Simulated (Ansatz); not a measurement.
`NB(Cl)CF` + H₂ → `NBCl` + `CF` at 298.15 K and 1 bar (hydrogenolysis of a B–C bond).

Computed with Ansatz on PBE0-D4/def2-TZVP structures; ΔE is electronic, products minus reactants. CCSD(T)/CBS is the MP2 limit (def2-TZVPP, def2-QZVPP) plus CCSD(T) − MP2 in def2-TZVPP, frozen cores. This one scheme is used for every species. Each species was taken in one conformer, which may not be the lowest.

```tsv
species	CCSD(T)/CBS energy (Eh)	H − E (kJ/mol)	S (J/(mol·K))
`NB(Cl)CF`	-679.61374	183.5	330.5
H₂	-1.17544	35.1	130.4
`NBCl`	-541.16722	121.1	268.2
`CF`	-139.63461	113.4	222.6
```

H − E and S are ideal-gas, rigid-rotor, harmonic terms from PBE0-D4/def2-TZVP, for one conformer and one mirror image of each species. The MP2-based limit puts H₂ 0.8 mEh under its directly extrapolated value; such offsets cancel only in part. 1 Eh = 2625.50 kJ/mol, R = 8.31446 J/(mol·K).

By hand: ΔE, ΔH, ΔS and ΔG.

ΔE = (-541.16722) + (-139.63461) − (-679.61374) − (-1.17544) = -0.01265 Eh = -33.2 kJ/mol. Δ(H − E) = 121.1 + 113.4 − 183.5 − 35.1 = 15.9, so ΔH = -17.3 kJ/mol. ΔS = 268.2 + 222.6 − 330.5 − 130.4 = 29.9 J/(mol·K). ΔG = -17.3 − 298.15 × (29.9)/1000 = -26.2 kJ/mol.

By hand: the equilibrium constant, and the temperature at which ΔG would vanish if ΔH and ΔS stayed fixed.

log₁₀ K = −ΔG/(RT ln 10) = 4.6. ΔH and −TΔS have one sign here, so there is no such temperature.

TΔS isn't small against ΔH here. A doubt of 5 kJ/mol in ΔE shifts log₁₀ K by 0.9 here. Other conformers and mirror images would add mixing entropy, several J/(mol·K) or more a flexible species. Modes under 60 cm⁻¹, often nearly free rotors, make the harmonic entropy too high. These are equilibria of isolated gas molecules and say nothing of rates. Largest T1 diagnostic: 0.011 (customary marks: 0.02 for closed shells, 0.045 for open ones).
